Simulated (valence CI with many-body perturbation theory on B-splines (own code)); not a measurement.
Ga8+ in three bases

Computed by valence CI with perturbative core correlation (CI+MBPT): five valence electrons over a frozen Dirac-Fock core [Ar], a basis of 7 s, 7 p, 8 d, 6 f, 4 g, 1 h functions for each j, with the one-electron correlation potential Σ1 (screened to all orders), the two-electron term Σ2, the three-electron term Σ3, Breit, model QED; selected single and double excitations, second order for the rest, scaled by the run's own slope (own B-spline code, finite nucleus).

No measured spectrum was set against this ion. As an estimate, terms of the open shell hold to 2 to 4 % of their energy, and close levels can change places; different configurations can be misplaced against each other by 1,000 to 8,000 cm⁻¹. Among the levels kept, up to 500 cm⁻¹ of a level comes from second order outside the variational space, and about a tenth of that is noise between levels of different J, which matters for small intervals. Only levels of the ground parity were solved; by the run's estimate the other parity begins above the list, which can be wrong where configurations are misplaced.

The reference run has the lowest level 3d⁵ ⁶S_5/2 and an ionisation energy of 210.005 eV. Its largest variational space holds 20392 state functions.

Changed runs:
A. basis 6 s, 6 p, 5 d, 5 f, 1 g
B. basis 5 s, 5 p, 4 d, 4 f

Excitation energies of the reference run in cm⁻¹, and shifts in cm⁻¹:

| Level | Reference | A | B |
| --- | --- | --- | --- |
| 3d⁵ ⁴G_11/2 | 53846 | +381 | +1293 |
| 3d⁵ ⁴G_5/2 | 53865 | +365 | +1285 |
| 3d⁵ ⁴G_7/2 | 54053 | +359 | +1276 |
| 3d⁵ ⁴G_9/2 | 54098 | +359 | +1275 |
| 3d⁵ ⁴P_5/2 | 59550 | +539 | +1302 |
| 3d⁵ ⁴P_3/2 | 60213 | +556 | +1300 |
| 3d⁵ ⁴P_1/2 | 60985 | +557 | +1246 |
| 3d⁵ ⁴D_7/2 | 65494 | +448 | +1671 |
| 3d⁵ ⁴D_1/2 | 66460 | +464 | +1648 |
| 3d⁵ ⁴D_3/2 | 66962 | +483 | +1611 |
| 3d⁵ ⁴D_5/2 | 66966 | +467 | +1591 |
| 3d⁵ ²I_11/2 | 77835 | +547 | +1785 |
| Ionisation energy (eV) | 210.005 | -0.134 | -0.152 |
